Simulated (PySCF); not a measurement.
Polarisability and C₆ of La (lanthanum, neutral)

[Xe] 5d1 6s2, 2D determinant. Computed with PySCF 2.14 in ANO-RCC-VTZP, with the spin-free X2C one-electron Hamiltonian (Gaussian nucleus). Coupled (time-dependent) response in atomic units; α is the mean over directions. The basis has no added diffuse functions, which lowers α and C₆.

| method | mean α (bohr³) | α xx, yy, zz | C₆ (like pair) | S(−4) |
| --- | --- | --- | --- | --- |
| PBE0 | 204.3 | 198.7, 198.7, 215.3 | 3507 | 21280 |

S(−4) is the Cauchy moment in α(ω) = α(0) + S(−4) ω² + …

Reference α: 215 ± 20 bohr³ (recommended; Schwerdtfeger and Nagle, table of static dipole polarizabilities (2023 update)). Published C₆: 3730 (Gould and Bucko (2016)).

Spin-orbit coupling is absent.

α(iu) at PBE0:

| u (hartree) | α(iu) (bohr³) |
| --- | --- |
| 0 | 204.3 |
| 0.0500 | 163.9 |
| 0.100 | 107.9 |
| 0.200 | 52.35 |
| 0.300 | 31.92 |
| 0.500 | 16.95 |
| 0.750 | 10.22 |
| 1.00 | 7.015 |
| 1.50 | 3.974 |
| 2.00 | 2.590 |
| 3.00 | 1.388 |
| 5.00 | 0.6192 |

The components differ because the open shell of this determinant is not spherical; for a pure term their mean is the scalar polarisability.

⟨L²⟩ = 8.71 against 6 for a pure D term, so this real determinant mixes terms. Spin-orbit coupling, absent here, splits the open shell strongly. ⟨S²⟩ = 1.42 against 0.75 shows spin contamination. The s, p, d and f populations moved away from the nominal configuration during the SCF.
